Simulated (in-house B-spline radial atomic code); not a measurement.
BHandHLYP excitations of Sr⁸⁺

Method: BHandHLYP. Computed with an all-electron radial atomic-structure program (B-spline basis): linear response of the closed shell [Ar] 3d10 4s2 with the functional's adiabatic kernel; scalar-relativistic (spin-free one-electron X2C), finite nucleus, no spin-orbit coupling, no double excitations, S, P, D and F terms only; shells from n = 2 respond. Only terms of natural parity with L up to 3 were computed.

Command:
```bash
python run_td.py task.json out
```
Settings (radii: box in bohr, nucleus in fm):
```
Z                        38
electrons                30
configuration            [Ar] 3d10 4s2
hamiltonian              x2c
method                   bhandhlyp
box_radius               11.59
rms_radius               4.224
intervals                69
```

Run time, properties included: 1.3 s on 1 thread of Intel(R) Xeon(R) Platinum 8375C CPU @ 2.90GHz (Ice Lake) (shared host).

The lowest states, in the order of their Tamm-Dancoff energies; the method's threshold (minus the highest occupied level) is 154.13 eV. Labels give the largest channel, * marks a mixed state, and oscillator strengths are full-response dipole values. Semilocal kernels can invert the small singlet-triplet splittings of Rydberg terms. Energies in eV:

```tsv
state	full response	Tamm-Dancoff	oscillator strength
4s → 4p 3P	18.446	18.758	-
4s → 4p 1P	26.231	26.970	1.49
4s → 4d 3D	?	?	-
4s → 4d 1D	56.86	56.91	-
4s → 5s 3S	?	?	-
4s → 5s 1S	76.62	76.68	-
4s → 5p 3P	83.57	83.58	-
4s → 4f 3F	83.57	83.59	-
4s → 5p 1P	84.68	84.73	0.134
4s → 4f 1F	85.45	85.45	-
4s → 5d 3D	97.44	97.45	-
4s → 5d 1D	98.20	98.21	-
4s → 6s 3S	106.72	106.72	-
4s → 6s 1S	107.34	107.36	-
4s → 5f 3F	110.52	110.53	-
4s → 6p 3P	110.98	110.98	-
4s → 5f 1F	111.01	111.02	-
4s → 6p 1P	111.37	111.39	0.0567
```

(1) Where does 4s → 4d 3D lie?

(2) Where does 4s → 5s 3S lie?

(3) How large is the singlet-triplet splitting of 4s → 4p (P terms) in Tamm-Dancoff?

(4) What polarisabilities and dispersion coefficient does the method give?

Answers

(1) At 53.46 eV in full response, 53.51 eV in Tamm-Dancoff.

(2) At 74.58 eV in full response, 74.59 eV in Tamm-Dancoff.

(3) 8.21 eV, from the unrounded values.

(4) Dipole 1.763 bohr³, quadrupole 1.395 bohr⁵, C6 2.67 hartree·bohr⁶ for two such species.
